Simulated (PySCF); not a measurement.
B₃H₅N₃, SMILES [B]1NBNBN1 (connectivity only; charge and spin as stated), charge +1, multiplicity 1. Geometry optimised at PBE-D3(BJ)/def2-SVP. The multiplicity is an assumed one; no other spin state was optimised. The isomer is the one that the SMILES or the coordinates give; other isomers of the formula were not compared.

Computed with PBE-D3(BJ)/def2-SVP in PySCF 2.14.0.

Harmonic wavenumbers (cm⁻¹): 284, 330, 436, 459, 481, 483, 593, 713, 768, 860, 878, 882, 884, 934, 979, 995, 1083, 1203, 1219, 1303, 1387, 1788, 2658, 2661, 3505, 3550, 3556. Rotational constants (GHz): 6.295, 4.895, 2.754; symmetry number 2.

Q: Work out the zero-point energy and the ideal-gas rigid-rotor harmonic-oscillator thermochemistry at 298.15 K and 1 atm.

A: ZPE = ½ Σ hcν = ½ × 34874 cm⁻¹ = 49.85 kcal/mol. H − E(el) = 53.88 kcal/mol. Entropy in cal/(mol K): translation 39.03, rotation 24.36, vibration 7.90, total 71.30. G − E(el) = 32.62 kcal/mol. Cp = 23.48 cal/(mol K).
